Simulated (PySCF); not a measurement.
How methods differ on the electron affinity of Sb

Sb⁻ [Kr] 4d10 5s2 5p4 (3P) → Sb [Kr] 4d10 5s2 5p3 (4S), as a difference of total energies. All numbers are calculated (PySCF 2.14, a scalar-relativistic core potential, in aug-cc-pwCVTZ-PP with ECP28MDF (8s7p6d4f1g, 96 functions)). Correlated levels: valence: 4s2 4p6 4d10 frozen; valence and next inner shell: nothing frozen outside the core potential. The calculations carry no spin-orbit coupling.

```csv
method,electron affinity (eV)
UHF,-0.055
LDA,1.180
PBE,0.957
PBE0,0.891
r2SCAN,0.915
TPSS,0.913
PW91,0.997
M06-L,0.925
HSE06,0.954
MP2 (valence),0.611
SCS-MP2 (valence),0.667
MP2 (valence and next inner shell),0.611
SCS-MP2 (valence and next inner shell),0.654
```

The reference lies between the lowest fine-structure levels, while these numbers refer to the centres of the terms.

Errors of the correlated levels include the incompleteness of this basis and the frozen core.

A negative affinity means that the anion lies above the atom at that level of theory.

In the anion the highest occupied orbital energy is positive at LDA, PBE, PBE0, r2SCAN, TPSS, PW91, M06-L, HSE06, a self-interaction effect; the basis confines that electron, and the energy difference can still be sensible.

For comparison: 1.047 eV (measured; photodetachment measurements, as compiled on the Wikipedia data page of electron affinities).
